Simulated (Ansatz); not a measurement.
Molecule: dichloro(ethynyl)borane, C2HBCl2 (charge 0, singlet). SMILES: B(Cl)(Cl)C#C
Geometry: optimised at B3LYP-D3(BJ)/def2-TZVP (Ansatz, an electronic-structure program).

Computed values are from Ansatz. Correlated levels leave the core frozen unless marked. UHF or UKS for open shells. No spin-orbit coupling. Non-relativistic. Basis-set limits of correlation are two-point, X^-3; Hartree-Fock from the larger set (for Q and 5 zeta extrapolated as (X+1)exp(-9√X)). [CCSD(T)-MP2]/basis is that difference in the basis named.

| Quantity | Result |
|---|---|
| atomisation energy De | 611.9 kcal/mol at CCSD(T)/CBS(cc-pV(Q+d)Z,cc-pV(5+d)Z) |
| vertical ionisation energy (to the doublet) | 11.31 eV at RI-MP2/CBS(aug-cc-pV(T+d)Z,aug-cc-pV(Q+d)Z)+[CCSD(T)-MP2]/aug-cc-pV(T+d)Z |
| vertical electron affinity (to the doublet; negative means unbound) | 0.43 eV at RI-MP2/CBS(aug-cc-pV(T+d)Z,aug-cc-pV(Q+d)Z)+[CCSD(T)-MP2]/aug-cc-pV(T+d)Z |
| vertical triplet-singlet gap | 4.71 eV at RI-MP2/CBS(aug-cc-pV(T+d)Z,aug-cc-pV(Q+d)Z)+[CCSD(T)-MP2]/aug-cc-pV(T+d)Z |
| total energy | -1021.0697 Eh at CCSD(T)/CBS(cc-pV(Q+d)Z,cc-pV(5+d)Z) |
| dipole moment | 1.66 D at CCSD(T)/aug-cc-pV(D+d)Z |
| T1 diagnostic | 0.013 at CCSD/cc-pV(5+d)Z |
